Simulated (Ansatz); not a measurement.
Consider the formal exchange of groups at the Si–C bond: `CC1([SiH3])C[SiH2]1` + `OC(F)CF` → `OC(F)([SiH3])CF` + `CC1C[SiH2]1`.

Calculated with Ansatz (gas phase, PBE0-D4/def2-TZVP geometries, no zero-point term in ΔE). CCSD(T)/CBS adds triple-zeta CCSD(T) − MP2 to the extrapolated MP2 energy (def2 sets, frozen cores). Functionals use def2-TZVPP. One conformer a species, not always the lowest.

`CC1([SiH3])C[SiH2]1`:

```xyz
15

C    -0.752    1.459   -0.162
C    -0.047    0.123   -0.023
Si    1.283   -0.214   -1.273
C     0.269   -0.322    1.430
Si   -1.014   -1.343    0.586
H    -0.058    2.289    0.013
H    -1.182    1.585   -1.159
H    -1.568    1.562    0.560
H     0.733   -0.154   -2.654
H     1.860   -1.567   -1.038
H     2.388    0.784   -1.167
H     1.251   -0.743    1.626
H    -0.046    0.376    2.202
H    -0.685   -2.707    0.121
H    -2.434   -1.129    0.938
```

`OC(F)CF`:

Cartesian coordinates in Å:
```
O -0.617 -1.221 0.774
C -0.675 -0.167 -0.093
F -0.834 -0.621 -1.391
C 0.566 0.696 -0.044
F 1.681 -0.117 -0.106
H 0.256 -1.624 0.695
H -1.564 0.421 0.152
H 0.597 1.247 0.900
H 0.590 1.387 -0.889
```

`OC(F)([SiH3])CF`:

Z-matrix (Å, degrees):
```
C
F 1 1.404
Si 1 1.922 2 106.8
O 1 1.374 2 109.2 3 116.8
C 1 1.513 2 106.8 3 -122.5
H 3 1.485 1 108.3 2 -61.3
H 3 1.484 1 109.1 2 179.4
H 3 1.480 1 107.7 2 58.6
H 4 0.967 1 108.1 2 75.5
F 5 1.385 1 109.2 2 -73.1
H 5 1.094 1 110.3 2 168.7
H 5 1.091 1 110.7 2 46.3
```

`CC1C[SiH2]1`:

Cartesian coordinates in Å:
```
C 0.266 -1.516 -0.166
C 0.340 -0.042 -0.473
C 0.533 0.929 0.709
Si -1.078 1.116 -0.180
H -0.411 -1.716 0.669
H 1.250 -1.912 0.111
H -0.097 -2.086 -1.025
H 0.964 0.197 -1.332
H 0.528 0.472 1.695
H 1.301 1.688 0.602
H -2.305 0.593 0.460
H -1.291 2.277 -1.071
```

| species | PBE energy (Eh) |
| --- | --- |
| `CC1([SiH3])C[SiH2]1` | -698.86063 |
| `OC(F)CF` | -353.30813 |
| `OC(F)([SiH3])CF` | -643.84404 |
| `CC1C[SiH2]1` | -408.31284 |

(1) Work out ΔE.

Largest T1 diagnostic among the species: 0.012.

## Answers

(1) ΔE = (-643.84404) + (-408.31284) − (-698.86063) − (-353.30813) = 0.01188 Eh = +0.32 eV. CCSD(T)/CBS gives +0.42 eV.

From PBE to PBE0 (25 % exact exchange), in def2-TZVPP and without D4, ΔE moves by +0.06 eV. The D4 term adds +0.06 eV with B3LYP and +0.03 eV with PBE0; it sums over pairs of atoms, weighted by their polarisabilities, and B3LYP, whose exchange is more repulsive, gets the larger term.

B3LYP here is the variant with VWN-RPA as its local correlation; programs differ in this.
